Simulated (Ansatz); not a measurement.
Mulliken charges of `ClC1[CH2][GeH2][O]1` from ωB97M-V/def2-TZVPP in Ansatz (PBE0-D4/def2-TZVP geometry).

| atom | x (Å) | y (Å) | z (Å) | charge (e) |
| --- | --- | --- | --- | --- |
| Cl1 | -1.396 | -0.551 | -1.974 | -0.157 |
| C2 | -1.053 | -0.167 | -0.228 | 0.150 |
| C3 | 0.219 | -0.896 | 0.235 | -0.405 |
| Ge4 | 1.009 | 0.897 | 0.261 | 0.376 |
| O5 | -0.769 | 1.183 | -0.062 | -0.416 |
| H6 | -1.975 | -0.445 | 0.285 | 0.125 |
| H7 | 0.107 | -1.324 | 1.232 | 0.141 |
| H8 | 0.604 | -1.642 | -0.453 | 0.146 |
| H9 | 1.432 | 1.523 | 1.598 | 0.020 |
| H10 | 1.906 | 1.370 | -0.892 | 0.021 |

Question: By hand: the dipole of these point charges (1 e Å = 4.8032 D).

Answer: Σ q r = (0.597, -0.153, 0.461) e Å, of length 0.770 e Å = 3.70 D.

Question: How does the dipole of the full density compare? (Best estimate.)

Answer: Computed: (0.518, -0.160, 0.480) e Å, 3.48 D; the point charges give 1.06 times that, at 5° from its direction.

Point charges leave out the atoms' own dipoles, such as those of lone pairs, and Mulliken's split depends on the basis, so the close match here is no proof of good charges.
